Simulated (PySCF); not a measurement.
Mo(S)2(OH)(SH) (H₂MoOS₃), SMILES [OH][Mo](=[S])(=[S])[SH], multiplicity 1.

The structure is a stationary point at B3LYP-D3(BJ)/def2-SVP. The spin state was assumed, not searched. The structure was generated by enumeration; whether it is a known compound was not checked. The def2 effective core potentials stand for the cores of Mo; spin–orbit coupling is left out. One conformer was computed; it need not be the lowest.

All values below come from TDA-PBE/def2-SVPD in PySCF.

Vertical excitations. 

```json
[
 {"state": "S1", "energy (eV)": "2.39", "λ (nm)": "520", "f": "0.000", "main pairs": "HOMO→LUMO 97 %"},
 {"state": "S2", "energy (eV)": "2.67", "λ (nm)": "464", "f": "0.001", "main pairs": "HOMO−1→LUMO 51 %, HOMO→LUMO+1 45 %"},
 {"state": "S3", "energy (eV)": "2.96", "λ (nm)": "419", "f": "0.015", "main pairs": "HOMO→LUMO+1 38 %, HOMO−1→LUMO 33 %, HOMO−2→LUMO 9 %"},
 {"state": "S4", "energy (eV)": "3.18", "λ (nm)": "390", "f": "0.021", "main pairs": "HOMO−1→LUMO+1 78 %"},
 {"state": "S5", "energy (eV)": "3.50", "λ (nm)": "355", "f": "0.007", "main pairs": "HOMO−2→LUMO 76 %"},
 {"state": "S6", "energy (eV)": "3.64", "λ (nm)": "340", "f": "0.001", "main pairs": "HOMO→LUMO+2 89 %"},
 {"state": "S7", "energy (eV)": "3.74", "λ (nm)": "332", "f": "0.005", "main pairs": "HOMO−2→LUMO+1 63 %, HOMO−4→LUMO 15 %"},
 {"state": "S8", "energy (eV)": "3.84", "λ (nm)": "323", "f": "0.000", "main pairs": "HOMO−4→LUMO 35 %, HOMO→LUMO+3 32 %, HOMO−3→LUMO+1 16 %, HOMO→LUMO+4 8 %"},
 {"state": "S9", "energy (eV)": "3.87", "λ (nm)": "321", "f": "0.001", "main pairs": "HOMO−3→LUMO 37 %, HOMO→LUMO+3 25 %, HOMO−4→LUMO 14 %, HOMO−2→LUMO+1 11 %"},
 {"state": "S10", "energy (eV)": "3.99", "λ (nm)": "311", "f": "0.001", "main pairs": "HOMO−3→LUMO+1 46 %, HOMO−1→LUMO+3 15 %, HOMO−4→LUMO 10 %, HOMO−1→LUMO+2 10 %"},
 {"state": "T1", "energy (eV)": "2.09", "λ (nm)": "593", "f": "0", "main pairs": "HOMO→LUMO 97 %"},
 {"state": "T2", "energy (eV)": "2.30", "λ (nm)": "538", "f": "0", "main pairs": "HOMO→LUMO+1 59 %, HOMO−1→LUMO 36 %"},
 {"state": "T3", "energy (eV)": "2.40", "λ (nm)": "516", "f": "0", "main pairs": "HOMO−1→LUMO 59 %, HOMO→LUMO+1 39 %"},
 {"state": "T4", "energy (eV)": "2.67", "λ (nm)": "464", "f": "0", "main pairs": "HOMO−1→LUMO+1 97 %"}
]
```
Triplets are in the Tamm–Dancoff approximation.
